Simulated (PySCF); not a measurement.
How methods differ on the excitation energy of Kr⁺

Kr⁺ [Ar] 3d10 4s2 4p5 (2P) → Kr⁺ [Ar] 3d10 4s1 4p6 (2S), as a difference of total energies. All numbers are calculated (PySCF 2.14, scalar relativity by spin-free X2C-1e, in ANO-RCC-VTZP). Correlated levels: valence: [Ar] 3d10 frozen. The calculations carry no spin-orbit coupling.

```tsv
method	excitation energy (eV)
UHF	17.849
MP2 (valence)	15.515
SCS-MP2 (valence)	15.253
CCSD (valence)	14.132
CCSD(T) (valence)	13.459
CCSDT (valence)	13.529
```

Q: How much does correlation contribute at CCSD(T) (valence)?

A: 13.459 − (17.849) = -4.390 eV, measured against UHF.

Errors of the correlated levels include the incompleteness of this basis and the frozen core.

The coupled-cluster amplitudes are large for the upper state (T1 above 0.03 or a double amplitude above 0.15), so a single reference is strained.

For comparison: 13.292 eV (measured; NIST levels, between the centres of gravity of the two terms).
